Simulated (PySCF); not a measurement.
hexafluorobenzene anion (C6F6), SMILES Fc1c(F)c(F)c(F)c(F)c1F (connectivity only; charge and spin as stated), charge -1, multiplicity 2.

Geometry: B3LYP-D3(BJ)/def2-SVPD. The spin state was assumed, not searched.

Computed with PySCF with ωB97X/def2-SVPD.

Q: Estimate the frontier levels, dipole moment and polarisability. (An estimate is asked for; the answer gives what the named calculation found.)

A: 
The α spin, highest occupied and lowest empty level is -1.72 and 6.00 eV. The β spin, highest occupied and lowest empty level is -4.54 and 4.46 eV and the dipole moment about the centre of nuclear charge comes out as 0.02 D. The mean static polarisability is 92.6 bohr³ (13.72 Å³). The polarisability, principal values comes out as 53.3, 101.8, 122.6 bohr³ and the ⟨S²⟩ is 0.774 (pure state 0.75).
